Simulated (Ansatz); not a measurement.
A nudged elastic band was laid between two geometries of F2GeH2 + H3P (9 atoms, charge 0, multiplicity 1).

All numbers below come from RKS PBE0-D4/def2-SVP (Ansatz 0.2.0).

```yaml
movable_images: 5
climbing_image: yes
spring: 5.0 eV/Å²
optimiser: quadratic models (default)
start_path: through a guess of the saddle point
force_threshold: 0.03 eV/Å
iteration_limit: 60
end_points: relaxed
```

First end point:

```xyz
9
Properties=species:S:1:pos:R:3
Ge 0.473 0.050 -0.255
F 0.642 -0.023 1.467
H 1.872 -0.024 -0.866
H -0.432 1.235 -0.589
F -0.370 -1.402 -0.679
P -3.150 0.171 1.365
H -2.703 -0.891 0.520
H -3.791 -0.718 2.282
H -1.929 0.184 2.107
```

Last end point:

```xyz
9
Properties=species:S:1:pos:R:3
Ge -0.472 -0.323 -0.208
F 0.124 1.311 2.198
H 0.762 -0.986 0.412
H -0.247 1.091 -0.752
F -0.899 -1.305 -1.594
P -2.255 -0.359 1.276
H -3.262 -0.120 0.298
H -2.400 -1.775 1.291
H -0.739 1.048 2.430
```

Problem. What changes between the two ends?

Solution. Bonds broken: Ge1–F2, P6–H9. Bonds formed: Ge1–P6, F2–H9. F2GeH2 + H3P becomes FGeH4P + FH.

Problem. What energy profile does the band end with?

Solution. The forces met the threshold. The highest image is number 3 of 0 to 6, 40.7 kcal/mol above the first end and 34.7 kcal/mol above the last; the last end lies 6.0 kcal/mol above the first. Neighbouring images differ by up to 1.7 eV, so the band resolves the path poorly. A vibrational analysis at the climbing image gives one clearly imaginary mode, 842i cm⁻¹: a first-order saddle point. The orbitals stay closed-shell, which can raise the energy where a bond breaks towards radicals; this wasn't checked here.

| image | path coordinate (Å) | energy (kcal/mol) | Ge1–F2 (Å) | P6–H9 (Å) | Ge1–P6 (Å) |
| --- | --- | --- | --- | --- | --- |
| 0 | 0.00 | 0.0 | 1.73 | 1.43 | 3.97 |
| 1 | 1.74 | 0.1 | 1.73 | 1.43 | 4.15 |
| 2 | 3.47 | 2.4 | 1.74 | 1.43 | 3.98 |
| 3 | 5.20 | 40.7 | 1.98 | 1.60 | 2.74 |
| 4 | 5.72 | 22.4 | 2.26 | 1.86 | 2.47 |
| 5 | 6.23 | 9.1 | 2.60 | 2.09 | 2.34 |
| 6 | 6.74 | 6.0 | 2.97 | 2.37 | 2.32 |

Problem. What is the geometry of the highest image?

Solution. 
```xyz
9
Properties=species:S:1:pos:R:3
Ge -0.270 -0.084 0.031
F -0.032 1.163 1.554
H 0.956 -0.886 0.461
H -0.283 1.080 -0.958
F -1.113 -1.310 -0.928
P -2.475 -0.293 1.637
H -2.982 -0.085 0.327
H -2.016 -1.624 1.452
H -1.173 0.621 1.776
```

Run time: 6.4 min on 2 threads of Arm Neoverse V2, with other jobs on the host, peak memory 0.27 GiB.
